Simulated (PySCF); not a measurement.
An unknown is described by computed data only.

Formula: C7H11N3.

- 13C NMR: chemical shifts (computed TMS as zero) by class: 193.3 (1 C), 172.4 (2 C), 42.0 (1 C), 30.7 (3 C) ppm [GIAO PBE0/pcSseg-1]
- 1H NMR: chemical shifts (computed TMS as zero) by class: 9.34 (2 H), 1.53 (9 H) ppm [GIAO PBE0/pcSseg-1]
- NMR, other nuclei: isotropic shieldings of nuclei other than C and H, by class: -43 (2 N), -42 (1 N) ppm [GIAO PBE0/pcSseg-1]
- Rotational structure: rotational constants A, B, C: 2.706, 1.041, 0.899 GHz [GFN2-xTB]
- Dipole: 0.81 D [PBE0/pcSseg-1]

Electronic properties: PySCF, gas phase, density fitting. Levels stand in brackets. Geometry: GFN2-xTB; no solvent, vibrations or thermal averaging. GFN2-xTB frequencies show an imaginary mode (22i cm⁻¹), so this geometry is no minimum at that level. Each NMR value is the plain mean over a class of atoms that symmetry, rotation or inversion makes alike.

**Question.** Propose a structure and show how it fits.

**Answer.** Numbering: `[CH3:1][C:2]([CH3:3])([CH3:4])[c:5]1[n:6][cH:7][n:8][cH:9][n:10]1`. Its formula, C7H11N3, gives 4 degrees of unsaturation: 1 ring and 3 π bonds in the structure found (Kekulé form). 7 carbons fall into 4 classes; from least to most shielded: substituted aromatic carbon [C5] (193.3 ppm), aromatic CH next to a ring nitrogen [C7/C9] (172.4 ppm, 2 C), benzylic-type carbon [C2] (42.0 ppm), methyl carbon [C1/C3/C4] (30.7 ppm, 3 C, up to 6.2 ppm apart in this geometry). Hydrogen classes from least to most shielded: 2 H on 2 like atoms (aromatic CH next to a ring nitrogen), C7/C9 (9.34 ppm), 9 H on 3 methyl carbons, C1/C3/C4 (1.53 ppm, a mean of values up to 1.6 ppm apart in this geometry). The other shieldings belong to: -43 ppm, pyridine-type nitrogen [N6/N10]; -42 ppm, pyridine-type nitrogen [N8]. The optimised geometry has point group Cs and is an asymmetric top. Structure: `CC(C)(C)C1=NC=NC=N1`. Computed isomers that give other values at the same levels: `c1nncn1C1CCCC1` (13C chemical shifts (computed TMS as zero) by class: 143.8 (2 C), 56.5 (1 C), 41.4 (2 C), 31.1 (2 C) ppm); `C=Cc1nnn(CC)c1C` (13C chemical shifts (computed TMS as zero) by class: 148.3 (1 C), 133.7 (1 C), 130.3 (1 C), 121.4 (1 C), 44.4 (1 C), 18.3 (1 C), 9.4 (1 C) ppm); `CC(C)(C)c1cncnn1` (13C chemical shifts (computed TMS as zero) by class: 175.0 (1 C), 162.0 (1 C), 153.0 (1 C), 38.3 (1 C), 31.8 (3 C) ppm). The assignments are read from this structure; whether some other isomer fits the data as well wasn't checked.

Shape of the structure used: `[CH3:1][C:2]([CH3:3])([CH3:4])[c:5]1[n:6][cH:7][n:8][cH:9][n:10]1`: C1–C2–C5–N6 -89°.
